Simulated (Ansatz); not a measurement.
A nudged elastic band was laid between two geometries of ClGaH$_{2}$O (5 atoms, charge 0, multiplicity 1).

All numbers below come from Ansatz 0.2.0, RKS r2SCAN-D4/def2-SVP.

```yaml
movable_images: 5
climbing_image: yes
spring: 5.0 eV/Å²
optimiser: quadratic models (default)
start_path: through a guess of the saddle point
force_threshold: 0.05 eV/Å
iteration_limit: 60
end_points: relaxed
```

Initial state:

```xyz
5
Properties=species:S:1:pos:R:3
Ga 0.459 -0.065 -0.017
Cl 0.511 -0.251 2.128
H 1.705 0.244 -0.862
O -1.128 -0.291 -0.771
H -1.840 -0.483 -0.145
```

Final state:

```xyz
5
Properties=species:S:1:pos:R:3
Ga -0.083 -0.039 -1.422
Cl 1.306 -0.059 1.644
H 2.295 0.197 0.858
O -1.736 -0.400 -0.819
H -2.075 -0.546 0.072
```

Which bonds break or form, and what moves?

Bonds broken: Ga1–Cl2, Ga1–H3. Bonds formed: Cl2–H3. ClGaH2O becomes ClH + GaHO.

What energy profile does the band end with?

The forces met the threshold. The highest image is number 2 of 0 to 6, 2.18 eV above the first end and 0.73 eV above the last; the last end lies 1.44 eV above the first. Neighbouring images differ by up to 1.4 eV, so the band resolves the path poorly. A vibrational analysis at the climbing image gives one clearly imaginary mode, 904i cm⁻¹: a first-order saddle point. The orbitals stay closed-shell, which can raise the energy where a bond breaks towards radicals; this wasn't checked here.

```json
{"image": "0", "path coordinate (Å)": "0.00", "energy (eV)": "0.00", "Ga1–Cl2 (Å)": "2.15", "Ga1–H3 (Å)": "1.54", "Cl2–H3 (Å)": "3.26"}
{"image": "1", "path coordinate (Å)": "0.73", "energy (eV)": "0.76", "Ga1–Cl2 (Å)": "2.21", "Ga1–H3 (Å)": "1.50", "Cl2–H3 (Å)": "2.51"}
{"image": "2", "path coordinate (Å)": "1.46", "energy (eV)": "2.18", "Ga1–Cl2 (Å)": "2.53", "Ga1–H3 (Å)": "1.61", "Cl2–H3 (Å)": "1.77"}
{"image": "3", "path coordinate (Å)": "1.85", "energy (eV)": "1.76", "Ga1–Cl2 (Å)": "2.77", "Ga1–H3 (Å)": "1.90", "Cl2–H3 (Å)": "1.41"}
{"image": "4", "path coordinate (Å)": "2.24", "energy (eV)": "1.49", "Ga1–Cl2 (Å)": "3.17", "Ga1–H3 (Å)": "2.36", "Cl2–H3 (Å)": "1.31"}
{"image": "5", "path coordinate (Å)": "2.63", "energy (eV)": "1.45", "Ga1–Cl2 (Å)": "3.34", "Ga1–H3 (Å)": "2.85", "Cl2–H3 (Å)": "1.29"}
{"image": "6", "path coordinate (Å)": "3.02", "energy (eV)": "1.44", "Ga1–Cl2 (Å)": "3.37", "Ga1–H3 (Å)": "3.30", "Cl2–H3 (Å)": "1.29"}
```

What is the geometry of the highest image?


```xyz
5
Properties=species:S:1:pos:R:3
Ga 0.324 0.028 -0.679
Cl 0.963 -0.222 1.758
H 1.676 0.174 0.193
O -1.404 -0.302 -0.884
H -1.851 -0.526 -0.054
```

Run time: 2.6 min on 2 threads of Intel(R) Xeon(R) Platinum 8259CL CPU @ 2.50GHz (Skylake/Cascade Lake), with other jobs on the host, peak memory 0.16 GiB.
